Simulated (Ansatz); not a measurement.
(AuCl)n off (charge +1): gap (eV) at several levels, gas phase, relaxed structures; Ansatz. Clusters are the lowest isomers that short searches found in that spin, judged at the geometry's level. Core potentials for Au in the def2 sets, no spin–orbit coupling. HOMO and LUMO are taken over both spins. Singlets are spin-restricted. The structures are stationary points that may keep the symmetry of their start. Remarks come from the PBE and PBE0 runs and from stability tests at other levels; not every state was tested. HOMO above LUMO (over both spins in singlets and doublets, within one spin in higher multiplets; at PBE or PBE0), or a gap under 0.15 eV within one spin, warns that the state may not be the lowest or that an electron is smeared out.

```
species    state          geometry  PBE-D4/def2-SVP  PBE-D4/def2-TZVP  r2SCAN-D4/def2-TZVP  PBE0-D4/def2-SVP                        remarks
 Au2Cl⁺  singlet  PBE-D4/def2-TZVP             1.99              1.98                 2.37              4.26                              –
Au2Cl2⁺  doublet  PBE0-D4/def2-SVP             0.12              0.16                 0.44              2.23  gap within one spin near zero
Au5Cl4⁺  singlet  PBE0-D4/def2-SVP             1.75              1.77                 1.99              3.57                              –
```

Task: Estimate the column for PBE0-D4/def2-TZVP.

Result: Au2Cl⁺ 4.24; Au2Cl2⁺ 2.27; Au5Cl4⁺ 3.54.

Over the 3 species that have every level, the mean is 1.29 at PBE-D4/def2-SVP, 1.30 at PBE-D4/def2-TZVP, 1.60 at r2SCAN-D4/def2-TZVP, 3.35 at PBE0-D4/def2-SVP, 3.35 at PBE0-D4/def2-TZVP. Orbital gaps grow with the share of exact exchange and aren't one observable across functionals.
